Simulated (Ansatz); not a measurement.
A structure relaxed at PBE0-D4/def2-TZVP, charge 0, multiplicity 1:

Cartesian coordinates in Å:
```
C 1.073 0.877 -0.928
B 0.178 0.051 0.044
C 0.692 -0.360 1.460
Si -1.690 -0.508 -0.487
F -2.022 -0.164 -2.027
H 0.746 1.921 -0.792
H 2.140 0.853 -0.693
H 0.916 0.666 -1.989
H 1.437 0.327 1.871
H -0.074 -0.562 2.213
H 1.219 -1.314 1.299
H -1.900 -1.975 -0.315
H -2.715 0.187 0.345
```

(1) Give its formula and SMILES.

(2) Point group (tolerance 0.08 Å, 0.16 Å for H)?

(3) Summarise the bond lengths by kind.

## Answers

(1) C2H8BFSi, `CB(C)[SiH2]F`.

(2) C1.

(3) 2 × B–C 1.558 to 1.562 Å; 6 × C–H 1.092 to 1.103 Å; 1 × B–Si 2.021 Å; 1 × F–Si 1.612 Å; 2 × H–Si 1.492 Å.

All numbers were calculated with Ansatz.
